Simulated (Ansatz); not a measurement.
Molecule: C₆H₆N, charge 0, multiplicity 2. It need not be the lowest isomer of its formula. SMILES: N#CC1=CC[CH]C1
Geometry from a B3LYP-D3(BJ)/def2-TZVP (Ansatz, a first-principles code) optimisation:
```xyz
13

C     -1.5999    -0.9634     0.5349
C     -1.8476     0.5109     0.5364
C     -0.5217     1.0714     0.1051
C      0.3757     0.1054    -0.1196
C     -0.1988    -1.2775     0.1244
C      1.7170     0.3079    -0.5377
N      2.8117     0.4361    -0.8771
H     -2.3363    -1.7074     0.7961
H     -2.1475     0.8998     1.5211
H     -2.6547     0.8164    -0.1463
H     -0.3264     2.1285    -0.0072
H      0.3709    -1.8176     0.8931
H     -0.1374    -1.9012    -0.7780
```
Charge 0, spin multiplicity 2.

Parts of the frozen-core correlation energy in cc-pVDZ (Ansatz, hartree). Frozen orbitals: 7; correlated occupied orbitals by spin: 18 and 17; virtual: 103 and 104. Open shells are spin-unrestricted. Spin-orbit coupling is left out. Non-relativistic.

```tsv
term	value
reference (HF)	-285.11247
MP2 opposite-spin	?
MP2 same-spin	?
CCSD correlation	?
(T)	-0.03865
T1 diagnostic	0.028
largest doubles amplitude	0.099
<S^2> of the reference	0.922
```

**Question.** Complete the blanks.

**Answer.** 
- MP2 opposite-spin, value: -0.67025
- MP2 same-spin, value: -0.23382
- CCSD correlation, value: -0.96599
